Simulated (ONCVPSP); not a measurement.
**What one change does to a pseudopotential (Os, ONCV)**

osmium, optimised norm-conserving Vanderbilt (ONCV), made with ONCVPSP 4.0.1 (LDA (Perdew-Zunger), fully relativistic). Core [Kr] 4d10, reference 4f14 5s2 5p6 5d6 6s1.5 (charge +0.5). Waves: 5s+6s: rc 1.85 bohr, ncon 5, nbas 8, qcut 8 1/bohr, 2 projectors; 5p: rc 1.65 bohr, ncon 4, nbas 7, qcut 7.9 1/bohr, 2 projectors, debl 1.4 Ha; 5d: rc 2.20 bohr, ncon 4, nbas 8, qcut 6.9 1/bohr, 3 projectors, debl 1.2 Ha; 4f: rc 1.05 bohr, ncon 4, nbas 8, qcut 19.2 1/bohr, 2 projectors, debl 4 Ha. Local part: polynomial inside 1.05 bohr (lpopt 4, dvloc0 3 Ha). Core correction: none.

Open shells are filled in proportion to 2j + 1.

In the p channel the program set the typed energies aside and used -1.895, 0.250 Ha (j = l + 1/2; the other j can differ).

All-electron outer shells of the reference configuration (LDA (Perdew-Zunger), scalar-relativistic, ld1.x):

```csv
shell,level (eV),outermost node (bohr),outermost maximum (bohr)
4d,-276.64,0.21,0.44
5s,-95.75,0.51,0.91
4f,-56.21,–,0.40
5p,-54.98,0.55,1.03
5d,-10.30,0.60,1.36
6s,-9.84,1.20,2.42
```

Change: local potential polynomial inside 1.05 bohr (lpopt 4, dvloc0 -2.5 Ha).

Cutoffs: the cutoffs (Ha) at which the residual kinetic energy of the hardest occupied pseudo-wave falls to 1 and 0.1 mHa per electron; they do not see the model core or the augmentation charge, which bear on the density cutoff. Errors are all-electron minus pseudo energies relative to the spin-unpolarised reference configuration.

Question: How do hardness, ghosts and transferability respond?

Answer: The potential gets neither clearly harder nor softer (144 Ha and 158 Ha → 144 Ha and 158 Ha); the errors of the 4 common tests hardly move; neither file shows a bound ghost.

| quantity | base | changed |
| --- | --- | --- |
| cutoff, loose | 144 Ha | 144 Ha |
| cutoff, tight | 158 Ha | 158 Ha |
| bound ghosts | none | none |
| GHOST(+) flags under 300 eV | s at 238.1 eV | s at 152.8 eV |
| error for 4f14 5s2 5p6 5d6 6s2, meV [ΔE -4.05 eV] | -0.1 | -0.2 |
| error for 4f14 5s2 5p6 5d6 6s1, meV [ΔE 5.82 eV] | -0.2 | -0.2 |
| error for 4f14 5s2 5p6 5d6 6s0, meV [ΔE 23.11 eV] | -2.4 | -2.4 |
| error for 4f14 5s2 5p6 5d5 6s2 6p1, meV [ΔE 2.05 eV] | 0.0 | 0.0 |
| s: phases at 1.88 bohr within 0.05 rad from the reference energy up to (Ha; the scan ends near 5) | to the end of the scan | 4.9 |
| p3/2: phases at 1.68 bohr within 0.05 rad from the reference energy up to (Ha; the scan ends near 5) | to the end of the scan | to the end of the scan |
| p1/2: phases at 1.68 bohr within 0.05 rad from the reference energy up to (Ha; the scan ends near 5) | to the end of the scan | to the end of the scan |
| d5/2: phases at 2.23 bohr within 0.05 rad from the reference energy up to (Ha; the scan ends near 5) | to the end of the scan | to the end of the scan |
| d3/2: phases at 2.23 bohr within 0.05 rad from the reference energy up to (Ha; the scan ends near 5) | to the end of the scan | to the end of the scan |
| f7/2: phases at 1.06 bohr within 0.05 rad from the reference energy up to (Ha; the scan ends near 5) | to the end of the scan | to the end of the scan |
| f5/2: phases at 1.06 bohr within 0.05 rad from the reference energy up to (Ha; the scan ends near 5) | to the end of the scan | to the end of the scan |
